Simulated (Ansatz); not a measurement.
Computed with Ansatz on PBE0-D4/def2-TZVP structures; ΔE is electronic, products minus reactants. CCSD(T)/CBS is the MP2 limit (def2-TZVPP, def2-QZVPP) plus CCSD(T) − MP2 in def2-TZVPP, frozen cores. This one scheme is used for every species. DFT in def2-TZVPP. B3LYP here is the variant with VWN-RPA as its local correlation; programs differ in this. For Ge outer-core shells are correlated without core-valence functions, which leaves a few kJ/mol of doubt a bond. Scalar relativity is left out up to krypton. Each species was taken in one conformer, which may not be the lowest.

`Cl[SiH2][GeH2][Cl]` + NH₃ → `N[SiH2][GeH2][Cl]` + HCl  (ligand exchange at the Si–Cl bond)

(1) Is it downhill or uphill in electronic energy at CCSD(T)/CBS, and by how much? (An estimate is asked.)

(2) What do these levels give: r2SCAN-D4, PBE0-D4, ωB97X-V, ωB97M-V, B2PLYP, B3LYP, HF/def2-TZVPP, MP2/def2-TZVPP, SCS-MP2/def2-TZVPP, CCSD/def2-TZVPP, MP2/def2-QZVPP, SCS-MP2/def2-QZVPP? (Estimate.)

Largest T1 diagnostic among the species: 0.011.

Answers

(1) Computed: Uphill: ΔE = +11.4 kcal/mol.

(2) The calculation gave: r2SCAN-D4 11.4, PBE0-D4 11.7, ωB97X-V 11.3, ωB97M-V 11.2, B2PLYP 11.2, B3LYP 11.2, HF/def2-TZVPP 11.9, MP2/def2-TZVPP 11.4, SCS-MP2/def2-TZVPP 11.1, CCSD/def2-TZVPP 10.7, MP2/def2-QZVPP 11.8, SCS-MP2/def2-QZVPP 11.5 kcal/mol.
